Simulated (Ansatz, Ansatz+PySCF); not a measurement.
```json
{"atom": "C", "x (Å)": "-0.7730", "y (Å)": "-0.7926", "z (Å)": "-0.7371"}
{"atom": "C", "x (Å)": "-0.7768", "y (Å)": "-0.8129", "z (Å)": "0.8257"}
{"atom": "C", "x (Å)": "-0.7756", "y (Å)": "0.8293", "z (Å)": "-0.7637"}
{"atom": "C", "x (Å)": "-0.7785", "y (Å)": "0.7358", "z (Å)": "0.7910"}
{"atom": "C", "x (Å)": "0.8034", "y (Å)": "-0.8274", "z (Å)": "-0.8040"}
{"atom": "C", "x (Å)": "0.7453", "y (Å)": "-0.7547", "z (Å)": "0.7843"}
{"atom": "C", "x (Å)": "0.7909", "y (Å)": "0.8275", "z (Å)": "-0.8107"}
{"atom": "C", "x (Å)": "0.7611", "y (Å)": "0.7412", "z (Å)": "0.7877"}
{"atom": "H", "x (Å)": "-1.4233", "y (Å)": "-1.3782", "z (Å)": "-1.4477"}
{"atom": "H", "x (Å)": "-1.4614", "y (Å)": "-1.4145", "z (Å)": "1.4311"}
{"atom": "H", "x (Å)": "-1.4572", "y (Å)": "1.4349", "z (Å)": "-1.4296"}
{"atom": "H", "x (Å)": "-1.4139", "y (Å)": "1.4633", "z (Å)": "1.4042"}
{"atom": "H", "x (Å)": "1.4402", "y (Å)": "-1.3911", "z (Å)": "-1.3784"}
{"atom": "H", "x (Å)": "1.4250", "y (Å)": "-1.4622", "z (Å)": "1.4240"}
{"atom": "H", "x (Å)": "1.4202", "y (Å)": "1.3654", "z (Å)": "-1.4226"}
{"atom": "H", "x (Å)": "1.3664", "y (Å)": "1.4004", "z (Å)": "1.4175"}
```

Basis set: def2-SVP (spherical functions). Frozen core: 8 orbitals. Charge 0, multiplicity 1.

Computed with Ansatz (development build ahead of 0.2.0); each method stands on the lowest determinant of its kind that the runs found. Restricted open shells among the atoms or ions are ROHF, correlated in semicanonical orbitals with singles.

Task: Give the atomization energy at this shape (free ground-state atoms in the same class of orbitals less the molecule, no zero-point energy) of singlet C8H8 by RHF-MP2, RHF.

Result:

```csv
method,atomization energy
RHF-MP2,71.99 eV
RHF,54.73 eV
```

Caution: no unrestricted run beside it, a lower state can exist; the shape is not the minimum.
